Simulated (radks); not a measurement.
The numbers below are computed, except where a source is named.
Nd+, configuration [Xe] 4f2.5 6s1 6p1.5 (fractional occupations, a model configuration). Level of theory: scalar-relativistic Kohn-Sham, PBE, spin-polarised, spherical densities, finite nucleus; open shells are filled with parallel spins first (spin-orbit coupling, left out, can overturn this in heavy ions); Fermi nuclear charge, rms radius 4.9123 fm (a radial shooting solver on a logarithmic mesh with Libxc functionals).

Normalised radial functions P(r) = r R(r), r in bohr:

| r | 5s up | 5p down |
|---|---|---|
| 0.003893 | 0.1074 | 0.0083 |
| 0.005276 | 0.1280 | 0.0139 |
| 0.007208 | 0.1467 | 0.0234 |
| 0.009769 | 0.1574 | 0.0382 |
| 0.01335 | 0.1520 | 0.0615 |
| 0.01809 | 0.1203 | 0.0942 |
| 0.02471 | 0.0507 | 0.1379 |
| 0.03349 | -0.0534 | 0.1841 |
| 0.04539 | -0.1715 | 0.2166 |
| 0.062 | -0.2501 | 0.2033 |
| 0.08403 | -0.2072 | 0.1093 |
| 0.1148 | 0.0012 | -0.0753 |
| 0.1556 | 0.2704 | -0.2647 |
| 0.2109 | 0.3611 | -0.3036 |
| 0.2881 | 0.0682 | -0.0616 |
| 0.3904 | -0.4021 | 0.3222 |
| 0.5334 | -0.5075 | 0.4684 |
| 0.7228 | 0.0270 | 0.1098 |
| 0.9796 | 0.7400 | -0.5082 |
| 1.338 | 0.9994 | -0.8989 |
| 1.814 | 0.7064 | -0.8030 |
| 2.478 | 0.2839 | -0.4316 |
| 3.358 | 0.0666 | -0.1465 |
| 4.588 | 0.0074 | -0.0260 |
| 6.218 | 0.0003 | -0.0022 |
| 8.427 | 0.0000 | -0.0001 |
| 11.51 | 0.0000 | 0.0000 |

5s up: eigenvalue -57.095 eV, 4 radial nodes at r = 0.0290, 0.115, 0.301, 0.715 bohr, <r> = 1.42 bohr, 90 % of the charge inside 2.03 bohr. 5p down: eigenvalue -36.147 eV, 3 radial nodes at r = 0.102, 0.303, 0.765 bohr, <r> = 1.63 bohr, 90 % of the charge inside 2.37 bohr.
